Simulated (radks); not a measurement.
Initial-state core-level shifts of neutral iridium when its valence configuration changes from [Xe] 4f14 5d7 6s2. All-electron calculation, scalar-relativistic Kohn-Sham, PBEsol, spin-polarised, spherical densities, point nucleus; open shells are filled with parallel spins first (spin-orbit coupling, left out, can overturn this in heavy ions). Program: a radial shooting solver on a logarithmic mesh with Libxc functionals. Shifts are changes of the shell-averaged eigenvalues in eV (positive: less bound).

valence                    1s       3s       4s      5p
4f14 5d7 6s1 6p1       -1.596   -1.583   -1.589  -1.598
4f14 5d6.5 6s1.5 6p1   -3.057   -3.087   -3.085  -2.922
4f14 5d6 6s2 6p1       -4.563   -4.637   -4.625  -4.269
4f14 5d8 6p1           +0.740   +0.849   +0.832  +0.535
4f13 5d7 6s2 6p1      -16.147  -19.030  -17.147  -7.471
4f14 5d8.5 6p0.5       +2.683   +2.823   +2.807  +2.422
4f13 5d8 6s2          -11.273  -14.081  -12.221  -2.923
4f14 5d7 6s1.5 6p0.5   -0.873   -0.866   -0.868  -0.873
4f14 5d8 6s1           +2.588   +2.670   +2.661  +2.407
